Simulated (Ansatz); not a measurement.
A nudged elastic band was laid between two geometries of CH$_{4}$BClSi (8 atoms, charge 0, multiplicity 1).

Computed with RKS PBE/6-31G* in Ansatz 0.2.0.

* movable images: 9
* climbing image: yes
* spring: 5.0 eV/Å²
* optimiser: quadratic models (default)
* start path: IDPP
* force threshold: 0.05 eV/Å
* iteration limit: 60
* end points: relaxed

Initial state:

```xyz
8
Properties=species:S:1:pos:R:3
B -0.769 1.513 -0.142
Si -0.369 -0.414 -0.103
C 1.212 -1.048 0.264
Cl -1.866 -1.799 -0.512
H 0.147 2.254 0.106
H -1.858 1.950 -0.395
H 1.479 -2.109 0.297
H 2.025 -0.347 0.485
```

Final state:

```xyz
8
Properties=species:S:1:pos:R:3
B -0.764 1.512 -0.143
Si -0.371 -0.416 -0.104
C 1.208 -1.050 0.266
Cl -1.874 -1.793 -0.517
H -1.851 1.955 -0.399
H 0.154 2.249 0.108
H 1.480 -2.110 0.301
H 2.019 -0.346 0.488
```

**Question.** Which bonds break or form, and what moves?

**Answer.** No bond is made or broken. The dihedral H6–B1–Si2–Cl4 goes from 0 to 180°. The two ends are copies of one structure, up to a mirror image or an exchange of like atoms.

**Question.** Give the energies along the band, and the barrier.

**Answer.** It converged. The highest image is number 5 of 0 to 10, 36.7 kJ/mol above the ends, which have the same energy within 2 meV. A vibrational analysis at the climbing image gives one clearly imaginary mode, 369i cm⁻¹: a first-order saddle point.

```tsv
image	path coordinate (Å)	energy (kJ/mol)	dihedral H6–B1–Si2–Cl4 (°)
0	0.00	0.0	0
1	0.46	2.0	15
2	0.91	8.6	32
3	1.37	19.6	50
4	1.83	31.2	69
5	2.28	36.7	88
6	2.74	31.2	108
7	3.19	19.6	129
8	3.65	8.6	149
9	4.11	2.0	167
10	4.56	0.0	180
```

**Question.** What is the geometry of the highest image?

**Answer.** 
```xyz
8
Properties=species:S:1:pos:R:3
B -0.470 1.578 -0.596
Si -0.122 -0.362 -0.163
C 0.790 -1.196 1.026
Cl -1.202 -1.402 -1.619
H 0.230 2.163 -1.381
H -1.425 2.144 -0.134
H 0.847 -2.287 1.083
H 1.352 -0.639 1.783
```

**Question.** What are the harmonic wavenumbers there?

**Answer.** 369i, 104, 127, 199, 481, 492, 597, 606, 679, 705, 887, 988, 1137, 1346, 2575, 2671, 3104, 3200 cm⁻¹.

Time of the run: 3 min on 1 CPU thread of a shared host.
